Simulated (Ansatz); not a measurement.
Reaction (ligand exchange at the Si–Br bond): `CC[SiH2]Br` + `O[SiH3]` → `CC[SiH2]O[SiH3]` + HBr

Program: Ansatz. Geometries: PBE0-D4/def2-TZVP. ΔE: electronic, gas phase. CCSD(T)/CBS adds triple-zeta CCSD(T) − MP2 to the extrapolated MP2 energy (def2 sets, frozen cores). Functionals use def2-TZVPP. B3LYP here is the variant with VWN-RPA as its local correlation; programs differ in this. For Br outer-core shells are correlated without core-valence functions, which leaves a few kJ/mol of doubt a bond. Scalar relativity is left out up to krypton. One conformer a species, not always the lowest.

Task: Is it downhill or uphill in electronic energy at CCSD(T)/CBS, and by how much? (Estimate.)

Result: The calculation gave: Downhill: ΔE = -2.6 kcal/mol.

Task: What do these levels give: PBE0-D4, B3LYP-D4, ωB97M-V, B2PLYP, PBE, PBE0, SCS-MP2/def2-TZVPP, CCSD/def2-TZVPP, CCSD(T)/def2-TZVPP, HF/def2-QZVPP, HF/CBS(def2), CCSD/CBS(def2)? (Estimate.)

Result: The calculation gave: PBE0-D4 -1.2, B3LYP-D4 -4.3, ωB97M-V -2.7, B2PLYP -3.0, PBE 0.4, PBE0 -0.2, SCS-MP2/def2-TZVPP -3.6, CCSD/def2-TZVPP -4.0, CCSD(T)/def2-TZVPP -3.7, HF/def2-QZVPP -5.2, HF/CBS(def2) -5.2, CCSD/CBS(def2) -2.9 kcal/mol.

Largest T1 diagnostic among the species: 0.011.

In def2-TZVPP, CCSD(T) changes the Hartree–Fock value by +0.9 kcal/mol (the triples alone add +0.3 kcal/mol) and MP2 by +2.1 kcal/mol. The D4 term adds −1.5 kcal/mol with B3LYP and −0.9 kcal/mol with PBE0; it sums over pairs of atoms, weighted by their polarisabilities, and B3LYP, whose exchange is more repulsive, gets the larger term.
